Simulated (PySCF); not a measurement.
Q: What does the PBE0-D3(BJ)/def2-SVP structure of `Ic1ccccc1` look like in three dimensions?

A: 
```
atom  x, y, z in Å
I1     2.8980   -0.7216   -0.3072
C2     0.8426   -0.3709   -0.0266
C3     0.3657    0.9395   -0.0029
C4    -0.9982    1.1629    0.1839
C5    -1.8745    0.0911    0.3449
C6    -1.3838   -1.2133    0.3190
C7    -0.0229   -1.4531    0.1331
H8     1.0503    1.7801   -0.1286
H9    -1.3746    2.1886    0.2031
H10   -2.9416    0.2725    0.4911
H11   -2.0642   -2.0591    0.4445
H12    0.3600   -2.4749    0.1128
```

Any rigid rotation of these coordinates is as good. Atoms count from 1 in this order. All 6 C–C bonds measure 1.394 to 1.395 Å. The 6-membered ring C2–C3–C4–C5–C6–C7 has internal angles of 119.2° to 121.0°; it is planar, 0.00 Å rms from its mean plane, widest ring torsion 0°. The 7 heavy atoms lie in one plane (0.000 Å rms).

Bonds between heavy atoms (Å): I1–C2 2.104, C2–C3 1.395, C3–C4 1.395, C4–C5 1.394, C5–C6 1.394, C6–C7 1.394, C2–C7 1.395.

Computed, not measured: PySCF 2.14.0, PBE0-D3(BJ)/def2-SVP geometry optimisation, gas phase, def2 core potentials past Kr.

Point group: C2v (every atom within 0.08 Å of its image). PBE0-D3(BJ)/def2-SVP frequencies: not computed here.
